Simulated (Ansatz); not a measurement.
Isolated molecules relaxed with PBE0-D4/def2-TZVP in Ansatz; ΔE leaves out vibrations. CCSD(T)/CBS adds triple-zeta CCSD(T) − MP2 to the extrapolated MP2 energy (def2 sets, frozen cores). This one scheme is used for every species. Functionals use def2-TZVPP. def2 core potentials past Kr. For I outer-core shells are correlated without core-valence functions, which leaves a few kJ/mol of doubt a bond.

`[Cl][Al]1[CH2][CH2]1` + HI → `[I][Al]1[CH2][CH2]1` + HCl  (ligand exchange at the Al–Cl bond)

```
         level  ΔE (kcal/mol)
        PBE-D4            0.4
     revPBE-D4            0.7
    r2SCANh-D4            0.9
           PBE            0.6
          PBE0            0.4
       LC-ωPBE            1.4
 HF/def2-QZVPP            1.9
CCSD/CBS(def2)            0.3
```

Problem. What does CCSD(T)/CBS give? (Estimate.)

Solution. Computed: 0.0 kcal/mol. The listed levels differ from it by 0.4, 0.7, 0.9, 0.6, 0.4, 1.4, 1.9, 0.3 kcal/mol.

Largest T1 diagnostic among the species: 0.010.

Leaving LDA and LC-ωPBE aside and taking each functional with its dispersion term where it has one, the values, not all of them listed here, spread over 3.3 kcal/mol, from PBE-QIDH to B97M-V. In def2-TZVPP, CCSD(T) changes the Hartree–Fock value by −1.3 kcal/mol (the triples alone add −0.4 kcal/mol) and MP2 by −2.5 kcal/mol. At CCSD(T), def2-SVP lies +2.3 kcal/mol from the extrapolated value and def2-TZVPP +0.6 kcal/mol.
